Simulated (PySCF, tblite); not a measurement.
Isomers of C6H12BNO. Method: GFN2-xTB as coded in tblite; computed harmonic values from a numerical Hessian at the method's own geometry, unscaled. This tight-binding method is rough: wavenumbers can miss measured ones by several per cent, in bad cases by 10 to 20. Modes of hydrogen on boron can be 10 to 20 % off. One conformer each.

Electronic energies: PBE0-D3(BJ)/def2-SVP at its own geometries (PySCF, gas phase).

```csv
SMILES,"electronic energy, lowest = 0 (kJ/mol)"
C[O+](C)[B@H-](C#N)C1CC1,355.8
C/C=C/N(C=O)B(C)C,113.5
CC(=O)NB1CCCC1,0.0
```

**Question.** How do GFN2-xTB zero-point energies change the relative energies?

**Answer.** 
| SMILES | ZPE (kJ/mol) | of it from modes above 1550 cm⁻¹ | electronic (kJ/mol) | with ZPE, lowest = 0 (kJ/mol) | lowest mode (cm⁻¹) | rings |
| --- | --- | --- | --- | --- | --- | --- |
| CC(=O)NB1CCCC1 | 465.6 | 228.2 | 0.0 | 0.0 | 55 | 1 |
| C/C=C/N(C=O)B(C)C | 452.0 | 236.7 | 113.5 | 100.0 | 54 | 0 |
| C[O+](C)[B@H-](C#N)C1CC1 | 454.1 | 228.1 | 355.8 | 344.2 | 46 | 1 |

The zero-point energies span 13.6 kJ/mol, from `C/C=C/N(C=O)B(C)C` to `CC(=O)NB1CCCC1`. The order is unchanged.

**Question.** And how do the electronic energies of GFN2-xTB itself compare?

**Answer.** `CC(=O)NB1CCCC1` 0.0; `C/C=C/N(C=O)B(C)C` 97.5; `C[O+](C)[B@H-](C#N)C1CC1` 317.4 kJ/mol, lowest = 0. Against the energies above, taken from the same isomer `CC(=O)NB1CCCC1`, the largest difference is 38.4 kJ/mol. The two levels were optimised apart and needn't hold the same conformer.

**Question.** What do entropy and thermal enthalpy add at 298.15 K and 1 bar (rigid rotor, harmonic oscillator, one conformer each)?

**Answer.** 
| SMILES | point group | symmetry number | S (J/(mol K)) | H − H(0) (kJ/mol) | ZPE + H − H(0) − TS (kJ/mol) |
| --- | --- | --- | --- | --- | --- |
| CC(=O)NB1CCCC1 | C1 | 1 | 409.3 | 28.48 | 372.1 |
| C/C=C/N(C=O)B(C)C | C1 | 1 | 440.1 | 33.22 | 354.0 |
| C[O+](C)[B@H-](C#N)C1CC1 | C1 | 1 | 427.0 | 31.37 | 358.1 |
